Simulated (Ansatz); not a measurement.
CH₄AlNS, SMILES `[AlH2]/[N]=C\S`, 8 atoms. The species carries charge 0 and has multiplicity 1. All runs use 2 threads of an Arm Neoverse V1 on a shared host. Correlated methods freeze the cores.

Q: How many basis functions does each run have, and how long does it take in Ansatz? RKS B97M-V/def2-TZVPP energy; RHF-CCSD(T)/def2-SVP energy; RKS ωB97M-V/def2-SVP energy; RHF-CCSD(T)/def2-TZVPP energy; RKS PBE0-D4/def2-TZVP relaxation (6 steps); RKS PBE0-D4/def2-TZVP frequencies; RKS PBE0-D4/def2-QZVPP energy; RKS PBE0-D4/def2-SVP energy; RKS r2SCAN-D4/def2-TZVPP energy and forces; RKS r2SCANh-D4/def2-TZVPP energy; RKS B2PLYP (frozen core)/def2-TZVPP energy; direct RPA on PBE orbitals/def2-TZVPP energy. (An estimate is asked.)

A: Computed: Other jobs shared the machine, so times are rough.

| level | job | functions | wall time | peak host memory (GiB) |
| --- | --- | --- | --- | --- |
| RKS PBE0-D4/def2-SVP | energy | 84 | 1.3 s | 0.4 |
| RHF-CCSD(T)/def2-SVP | energy | 84 | 2.3 s | 0.4 |
| direct RPA on PBE orbitals/def2-TZVPP | energy | 202 | 5.5 s | 0.4 |
| RKS r2SCAN-D4/def2-TZVPP | energy and forces | 202 | 6 s | 0.25 |
| RKS B2PLYP (frozen core)/def2-TZVPP | energy | 202 | 6 s | 0.4 |
| RKS r2SCANh-D4/def2-TZVPP | energy | 202 | 6 s | 0.42 |
| RKS ωB97M-V/def2-SVP | energy | 84 | 6.5 s | 0.4 |
| RKS PBE0-D4/def2-QZVPP | energy | 374 | 8 s | 1 |
| RKS B97M-V/def2-TZVPP | energy | 202 | 11 s | 0.29 |
| RKS PBE0-D4/def2-TZVP | relaxation (6 steps) | 160 | 24 s | 0.33 |
| RHF-CCSD(T)/def2-TZVPP | energy | 202 | 56 s | 2.3 |
| RKS PBE0-D4/def2-TZVP | frequencies | 160 | 110 s | 0.4 |
